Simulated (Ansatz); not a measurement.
Stepwise reaction of `[SiH3][O][Al]([SH])[SH]` with hydrogen fluoride, as a gas-phase model of exchange steps in deposition or etching. ΔE in kJ/mol.

Isolated molecules relaxed with PBE0-D4/def2-TZVP in Ansatz; ΔE leaves out vibrations. CBS: MP2 limit from def2 TZ/QZ plus the TZ coupled-cluster correction, frozen cores. This one scheme is used for every species. DFT in def2-TZVPP. B3LYP here is the variant with VWN-RPA as its local correlation; programs differ in this. One conformer a species, not always the lowest.

| step | reaction | PBE-D4 | B3LYP-D4 | ωB97M-V | CCSD(T)/CBS |
| --- | --- | --- | --- | --- | --- |
| 1 | `[SiH3][O][Al]([SH])[SH]` + H–F → `[F][Al]([SH])[O][SiH3]` + H₂S | -61.1 | -73.5 | -72.1 | -68.3 |
| 2 | `[F][Al]([SH])[O][SiH3]` + H–F → `[F][Al]([F])[O][SiH3]` + H₂S | -54.6 | -67.4 | -65.1 | -63.6 |

By hand: ΔE of the 2 steps together at CCSD(T)/CBS.

(-68.3) + (-63.6) = -131.9 kJ/mol, or -66.0 kJ/mol a step.

In ΔE the steps differ by no more than 4.7 kJ/mol. All are downhill at CCSD(T)/CBS. PBE-D4 differs from CCSD(T)/CBS by 7.2 to 9.0 kJ/mol a step. Isolated molecules leave out the surface, adducts and barriers. Largest T1 diagnostic: 0.012.
